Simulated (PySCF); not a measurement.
W(NH)2(F)(Br) (BrFH2N2W), SMILES [NH]=[W](=[NH])([F])[Br], multiplicity 1.

Geometry: B3LYP-D3(BJ)/def2-SVP. The multiplicity is an assumed one; no other spin state was optimised. The structure was generated by enumeration; whether it is a known compound was not checked. The def2 effective core potentials stand for the cores of W; spin–orbit coupling is left out.

Two levels are set side by side: TDA-PBE/def2-SVPD (PySCF) and TDA-LC-ωPBE/def2-SVPD (PySCF). Vertical, same geometry. The lowest singlet is HOMO→LUMO 95 % with PBE and HOMO→LUMO 83 % with the other functional; states are paired by order. Differences are taken from unrounded values.

```json
[
 {"quantity": "lowest singlet excitation (eV)", "TDA-LC-ωPBE": "4.68"},
 {"quantity": "lowest triplet excitation (TDA) (eV)", "TDA-LC-ωPBE": "4.09"}
]
```

What does TDA-PBE give, and how far is it from TDA-LC-ωPBE? (The exact figures need the calculation; the answer reports its results.)


| quantity | TDA-PBE | TDA-PBE minus TDA-LC-ωPBE |
|---|---|---|
| lowest singlet excitation (eV) | 3.99 | -0.69 |
| lowest triplet excitation (TDA) (eV) | 3.67 | -0.42 |

Functionals without exact exchange tend to place singlet excitations lower, as here. Differences between two approximate levels are no errors against the true value.

Rough cost on one machine, each run with all the roots and properties that it gave: TDA-LC-ωPBE against TDA-PBE about 3 times.
